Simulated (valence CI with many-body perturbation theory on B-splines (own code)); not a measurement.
# A CI+MBPT run for Zr XXVI

Calculated by configuration interaction combined with many-body perturbation theory (CI+MBPT): five valence electrons over a frozen Dirac-Fock core [Ne], radial functions for each j: 6 s, 6 p, 5 d, 3 f, 1 g, with the one-electron correlation potential Σ1 (screened to all orders), the two-electron term Σ2, the three-electron term Σ3, Breit, model QED; selected single and double excitations, second order for the rest, scaled by the run's own slope (own B-spline code, finite nucleus).

Command, and the settings that its task file holds:

```sh
python run_cv.py task.json out
```

```
atom Zr  Z=40  mass_number=90  rms_radius_fm=4.2694
core [Ne]
valence 3s2 3p3
avg = 1
basis = S
breit = 1
cap = 10000
capref = 1200
cscale = 1
de = 0.0
dress = 0
eps = 2e-08
extrap = 1
h = 0.27
hh = 1
l2 = 3
lcore = 1
maxit = 60
n2 = 5
natural = 1
nlev = 20
nno = [3, 3, 3, 2, 1]
nroot = 26
nsp = [3, 3, 2, 1, 0]
pt2 = 1
qed = 1
rpa = 1
s1 = 1
s2 = 1
s3 = 1
screen = 1
tol = 2e-05
whole = 1
```

It took 12 s on 1 thread of AMD EPYC 9R45 96-Core Processor (Zen 5), with other jobs on the host.

Log. The first blocks belong to the next ion, which gives the ionisation energy. Fields: 2J, parity (1 odd), roots, reference size, generating configurations, candidates as configurations/state functions, variational space P, stored matrix elements, Davidson steps; e2 is the range of second-order energies in hartree. The first line gives the box (bohr), its intervals, the orbitals and the steps of their self-consistent field. Window is the range of levels sought, series limit the energy at which the first omitted orbital would enter, core excitation an estimate of the first excitation out of the core, left out the lowest levels not solved, and shifts from estimates the range by which levels moved from their first estimate, all in cm⁻¹.

```
rmax 3.2 intervals 58 orbitals 36 references ['3s2 3p3', '3s 3p4', '3s2 3p2 3d', '3p5', '3s 3p3 3d'] scf 5 t 0.5
2J=0 par=0 roots 2 ref 24 generators 8 cand 705/969 P 725/993 nnz 0 it 0
2J=0 par=0 roots 2 ref 24 generators 14 cand 1613/2607 P 2338/3600 nnz 9.6e+05 it 5
   second order: generators 20 cand 4466/8548 e2 -0.00002 -0.00002
reference levels 559, estimated 47, window 1020137 1/cm; series limit 7061488, core excitation 16919388
2J=3 par=1 roots 4 ref 66 generators 15 cand 237/956 P 946/3506 nnz 1.6e+06 it 5
2J=3 par=1 roots 4 ref 66 generators 28 cand 1044/6375 P 1990/9881 nnz 9.4e+06 it 8
   second order: generators 41 cand 13985/185150 e2 -0.00521 -0.00053
2J=5 par=1 roots 2 ref 65 generators 12 cand 166/1006 P 795/3563 nnz 1.7e+06 it 6
2J=5 par=1 roots 2 ref 65 generators 20 cand 958/6331 P 1753/9894 nnz 9.7e+06 it 10
   second order: generators 29 cand 10884/157486 e2 -0.00528 -0.00133
2J=1 par=1 roots 2 ref 41 generators 13 cand 254/1014 P 1125/3555 nnz 1.4e+06 it 5
2J=1 par=1 roots 2 ref 41 generators 20 cand 1550/6432 P 2675/9987 nnz 7.6e+06 it 9
   second order: generators 31 cand 10889/86326 e2 -0.00108 -0.00042
2J=5 par=0 roots 6 ref 74 generators 18 cand 237/1006 P 877/3577 nnz 1.5e+06 it 9
2J=5 par=0 roots 6 ref 74 generators 27 cand 913/6297 P 1790/9874 nnz 8.8e+06 it 11
   second order: generators 46 cand 14858/215680 e2 -0.00550 -0.00292
2J=3 par=0 roots 6 ref 71 generators 16 cand 239/998 P 917/3559 nnz 1.4e+06 it 7
2J=3 par=0 roots 6 ref 71 generators 23 cand 1044/6392 P 1961/9951 nnz 8.5e+06 it 10
   second order: generators 41 cand 12329/131879 e2 -0.00431 -0.00213
2J=1 par=0 roots 5 ref 44 generators 20 cand 237/1013 P 1201/3557 nnz 1.3e+06 it 5
2J=1 par=0 roots 5 ref 44 generators 25 cand 1643/6425 P 2844/9982 nnz 7.2e+06 it 8
   second order: generators 37 cand 11974/89323 e2 -0.00171 -0.00052
2J=7 par=0 roots 3 ref 54 generators 13 cand 237/987 P 896/3541 nnz 1.6e+06 it 6
2J=7 par=0 roots 3 ref 54 generators 19 cand 789/6443 P 1685/9984 nnz 9.9e+06 it 9
   second order: generators 31 cand 12649/181885 e2 -0.00354 -0.00327
2J=9 par=0 roots 2 ref 34 generators 10 cand 162/1052 P 1016/3647 nnz 1.6e+06 it 4
2J=9 par=0 roots 2 ref 34 generators 20 cand 849/6156 P 1865/9803 nnz 9.3e+06 it 6
   second order: generators 28 cand 10291/158111 e2 -0.00218 -0.00204
left out: unestimated 1490248, estimated 1110530, shifts from estimates -8 to 96
operators 0.3
```

The Davidson iterations converged. The settings are bad on purpose, so the numbers may not be properties of the ion.

No measured levels were compared; by estimate levels of excited configurations hold to 0.05 to 0.15 % of their energy, terms of the ground configuration to about 0.5 %. Among the levels kept, up to 1200 cm⁻¹ of a level comes from second order outside the variational space, and about a tenth of that is noise between levels of different J, which matters for small intervals.

| Item | Value |
| --- | --- |
| Valence energy | -261.5823 hartree |
| Ionisation energy | 1266.3 eV (NIST: 1277 ± 5 eV (semi-empirical)) |
| Reference configurations for the orbitals | 3s2 3p3, 3s 3p4, 3s2 3p2 3d, 3p5, 3s 3p3 3d |
| Radial orbitals | 36 |
| Box radius | 3.242 bohr |
| Largest variational space | 9987 |
| Lowest levels | (3s^2 3p1/2^2 3p3/2) J=3/2 0.00, (3s^2 3p1/2 3p3/2^2) J=3/2 15.27, (3s^2 3p1/2 3p3/2^2) J=5/2 20.18, (3s^2 3p1/2 3p3/2^2) J=1/2 26.83, (3s^2 3p3/2^3) J=3/2 41.44, (3s 3p1/2^2 3p3/2^2) J=5/2 79.95, (3s 3p1/2^2 3p3/2^2) J=3/2 89.36, (3s 3p1/2^2 3p3/2^2) J=1/2 91.51, (3s 3p1/2 3p3/2^3) J=3/2 99.41, (3s 3p1/2 3p3/2^3) J=5/2 105.78, (3s^2 3p1/2^2 3d3/2) J=3/2 106.17, (3s^2 3p1/2^2 3d5/2) J=5/2 109.88, (3s^2 3p1/2 3p3/2 3d3/2) J=3/2 [a] 112.08, (3s^2 3p1/2 3p3/2 3d3/2) J=1/2 [a] 113.03 eV |

Levels are named by their leading jj configuration (3d3/2^4 stands for four electrons in 3d with j = 3/2), which in mixed levels can hold well under half, so a name can repeat and another be missing. Letters in brackets count levels of one name in rising energy.
